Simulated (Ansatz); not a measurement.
`N[Si](F)(F)S` + HBr → `N[Si](F)(F)Br` + H₂S at 500 K and 1 bar (ligand exchange at the Si–S bond).

Isolated molecules relaxed with PBE0-D4/def2-TZVP in Ansatz; ΔE leaves out vibrations. CCSD(T)/CBS is the MP2 limit (def2-TZVPP, def2-QZVPP) plus CCSD(T) − MP2 in def2-TZVPP, frozen cores. This one scheme is used for every species. For Br outer-core shells are correlated without core-valence functions, which leaves a few kJ/mol of doubt a bond. Scalar relativity is left out up to krypton. Each species was taken in one conformer, which may not be the lowest.

```tsv
species	CCSD(T)/CBS energy (Eh)	H − E (kJ/mol)	S (J/(mol·K))
`N[Si](F)(F)S`	-943.16306	157.2	405.0
HBr	-2573.91920	30.5	213.7
`N[Si](F)(F)Br`	-3118.12106	130.6	406.6
H₂S	-398.97279	57.0	224.0
```

H − E and S are ideal-gas, rigid-rotor, harmonic terms from PBE0-D4/def2-TZVP, for one conformer and one mirror image of each species. 1 Eh = 2625.50 kJ/mol, R = 8.31446 J/(mol·K).

**Question.** By hand: ΔE, ΔH, ΔS and ΔG.

**Answer.** ΔE = (-3118.12106) + (-398.97279) − (-943.16306) − (-2573.91920) = -0.01159 Eh = -30.4 kJ/mol. Δ(H − E) = 130.6 + 57.0 − 157.2 − 30.5 = -0.1, so ΔH = -30.5 kJ/mol. ΔS = 406.6 + 224.0 − 405.0 − 213.7 = 11.9 J/(mol·K). ΔG = -30.5 − 500 × (11.9)/1000 = -36.5 kJ/mol.

**Question.** By hand: the equilibrium constant, and the temperature at which ΔG would vanish if ΔH and ΔS stayed fixed.

**Answer.** log₁₀ K = −ΔG/(RT ln 10) = 3.8. ΔH and −TΔS have one sign here, so there is no such temperature.

The number of gas molecules stays the same, so ΔS is small and ΔH decides. A doubt of 5 kJ/mol in ΔE shifts log₁₀ K by 0.5 here. Other conformers and mirror images would add mixing entropy, several J/(mol·K) or more a flexible species. These are equilibria of isolated gas molecules and say nothing of rates. Largest T1 diagnostic: 0.011 (customary marks: 0.02 for closed shells, 0.045 for open ones).

ΔS is within the doubt of such terms, so its sign, and with it that verdict, could turn.
